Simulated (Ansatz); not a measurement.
CH₆InNO (`N[CH](O)[InH2]`). The species carries charge 0 and has multiplicity 1. In takes the def2 core potential.

```xyz
10

N    -0.7787    0.6599   -1.0065
C    -0.3774    0.2098    0.2896
O     0.4676    1.1026    1.0241
In    0.8157   -1.6102    0.1087
H     0.0134    0.8922   -1.5915
H    -1.4060    1.4580   -0.9817
H    -1.2882    0.0118    0.8647
H    -0.0404    1.8787    1.2882
H     2.0697   -1.6017   -1.0843
H     0.5244   -3.0011    1.0888
```

Task: What are the harmonic wavenumbers in cm⁻¹ at PBE0-D4/def2-TZVP (Ansatz, finite differences of forces, unscaled)? (Estimate.)

Result: The calculation gave: 85, 136, 193, 274, 328, 410, 492, 524, 557, 598, 788, 979, 1072, 1121, 1194, 1356, 1393, 1664, 1792, 1804, 3044, 3489, 3598, 3778.

Task: Is this a minimum?

Result: Yes, all 24 modes are real.

Task: Give the ideal-gas thermochemistry at 298.15 K and 1 bar (rigid rotor, harmonic oscillator; point group C1, symmetry number 1).

Result: Zero-point energy 183.5 kJ/mol; H(298) − E = 204.2 kJ/mol; entropy 348.4 J/(mol·K), of which translation 172.4, rotation 111.6, vibration 64.4; G(298) − E = 100.4 kJ/mol. Modes under 100 cm⁻¹ are hindered rotations or soft bends, so the harmonic entropy is rough.
